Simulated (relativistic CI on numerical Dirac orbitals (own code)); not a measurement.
# Crystal-field levels of Ir4+, 5d5

Calculated by Dirac-Coulomb-Breit CI, KLI orbitals optimised for each configuration, QED by a radiative potential, valence Slater integrals scaled by 0.85, one configuration in a parametric crystal field (own radial code).

Field parameters in Wybourne normalisation: Oh B⁴₀ = 21Dq, B⁴₄ = √(5/14) B⁴₀. The field is a parameter set, without covalency.

S is read from ⟨S²⟩ = S(S + 1).

Levels (cm⁻¹, degeneracy): 0 (2), 8234 (4), 29779 (4), 32301 (2), 33798 (4), 35119 (2), 39050 (2), 39461 (4), 39743 (2), 39830 (4), 42819 (4), 44826 (2).

Question: Which field gives this pattern?
A. Oh, 10Dq = 42500 cm⁻¹
B. Oh, 10Dq = 22100 cm⁻¹
C. Oh, 10Dq = 15300 cm⁻¹
D. Oh, 10Dq = 35700 cm⁻¹

Answer: A. Oh, 10Dq = 42500 cm⁻¹, ground level with S = 0.59.
